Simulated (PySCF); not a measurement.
C₄H₇BO, SMILES C=C1CB(C)O1.

Geometry: B3LYP-D3(BJ)/def2-SVP. The structure was generated by enumeration, and PubChem lists no compound with its InChIKey, so it may never have been made.

All values below come from TDDFT-PBE0/def2-SVPD run with PySCF 2.14.0.

Vertical excitations.  State labels are in the subgroup Cs.

Computed lowest excited states:
```csv
state,symmetry,energy (eV),λ (nm),f,main pairs
S1,A',6.04,205,0.071,HOMO→LUMO 94 %
S2,A",6.41,193,0.004,HOMO→LUMO+1 95 %
S3,A",6.76,183,0.001,HOMO−1→LUMO 98 %
S4,A',7.14,174,0.437,HOMO→LUMO+2 89 %
S5,A",7.30,170,0.021,HOMO→LUMO+3 90 %
S6,A",7.61,163,0.001,HOMO−1→LUMO+2 96 %
S7,A',7.82,158,0.046,HOMO−1→LUMO+1 99 %
S8,A",7.83,158,0.003,HOMO→LUMO+4 73 %
S9,A",7.85,158,0.000,HOMO−2→LUMO 88 %
S10,A",7.94,156,0.001,"HOMO→LUMO+5 55 %, HOMO→LUMO+6 24 %, HOMO→LUMO+4 15 %"
T1,A',4.35,285,0,"HOMO→LUMO+2 80 %, HOMO→LUMO 15 %"
T2,A',5.48,226,0,"HOMO→LUMO 82 %, HOMO→LUMO+2 15 %"
T3,A",6.20,200,0,HOMO−1→LUMO 93 %
T4,A",6.32,196,0,HOMO→LUMO+1 91 %
```
Triplets are in the Tamm–Dancoff approximation, which puts them higher than full response would, so one can lie above its singlet here.
